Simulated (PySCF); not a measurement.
Compound: Sn(SMe)4, C4H12S4Sn.
Z-matrix (Å and degrees, PBE0-D3(BJ)/def2-SVP geometry), rows numbered from 1:
```
Sn
S   1  2.4070
C   2  1.8255  1   98.44
H   3  1.0998  2  111.13  1   -48.35
H   3  1.0987  2  106.41  1  -166.90
H   3  1.0985  2  111.48  1    74.42
S   1  2.4089  2  111.90  3   -69.58
C   7  1.8281  1   97.30  2   177.15
H   8  1.0986  7  111.44  1   -68.21
H   8  1.0986  7  106.43  1   173.02
H   8  1.0993  7  111.22  1    54.40
S   1  2.4087  2  110.75  3   169.30
C  12  1.8250  1   99.15  2    72.36
H  13  1.0985 12  111.37  1   -78.93
H  13  1.0988 12  106.41  1   162.38
H  13  1.0997 12  111.26  1    43.96
S   1  2.4097  2  108.64  3    49.74
C  17  1.8267  1   98.66  2    64.87
H  18  1.0992 17  111.41  1   -52.77
H  18  1.0987 17  106.38  1  -171.14
H  18  1.0987 17  111.52  1    70.35
```

Level of theory: PySCF, TDDFT wB97X-D/def2-SVPD, vertical, gas phase, core orbitals frozen in the response, def2 core potentials past Kr. Spin–orbit coupling is left out.

Kohn–Sham orbitals with the atoms that hold most of them (Löwdin shares over 4%, at most four atoms; ? is withheld):

```json
{"orbital": "HOMO-3", "ε (eV)": "-8.93", "atoms": "S17 24%, S12 24%, S2 17%, S7 10%"}
{"orbital": "HOMO-2", "ε (eV)": "-8.87", "atoms": "S7 53%, S12 16%, C8 8%, S2 7%"}
{"orbital": "HOMO-1", "ε (eV)": "-8.84", "atoms": "S2 36%, S17 33%, S7 9%, C3 5%"}
{"orbital": "HOMO", "ε (eV)": "-8.76", "atoms": "?"}
{"orbital": "LUMO", "ε (eV)": "-0.10", "atoms": "Sn1 20%, S2 19%, S7 18%, S12 18%"}
{"orbital": "LUMO+1", "ε (eV)": "1.26", "atoms": "S12 20%, S17 18%, Sn1 17%, S2 11%"}
{"orbital": "LUMO+2", "ε (eV)": "1.42", "atoms": "S2 17%, Sn1 17%, S12 14%, S17 14%"}
```

Problem. Which atoms hold the HOMO, and with what shares?

Solution. S12 (bonded to C and Sn) 36%; S17 (bonded to C and Sn) 18%; S2 (bonded to C and Sn) 17%; C13 (bonded to S and 3 H) 6%. By element: sulfur 71% or more, carbon 6% or more.

Problem. The HOMO–LUMO gap is 8.66 eV. Where does the response calculation put the lowest singlet, and from which orbitals?

Solution. S1 is at 4.36 eV (f = 0.0013), 4.30 eV below the gap, made of HOMO→LUMO (89%). Without the coupling terms of the response equations the lowest excitation would equal the gap.

Next come S2 at 4.50 eV (f 0.026), HOMO-1→LUMO (86%); S3 at 4.53 eV (f 0.027), HOMO-2→LUMO (85%); S4 at 4.62 eV (f 0.056), HOMO-3→LUMO (83%); S5 at 5.71 eV (f 0.0050), HOMO→LUMO+1 (50%), HOMO-2→LUMO+1 (9%).

Orbitals of the list HOMO-3 to LUMO+2 that lie within 0.01 eV of each other are written together with a slash and their weights summed (≥ marks a lower bound); for degenerate orbitals outside that list single weights are arbitrary.

Löwdin shares depend on the basis, the more so with diffuse functions.

One conformer stands for the species.
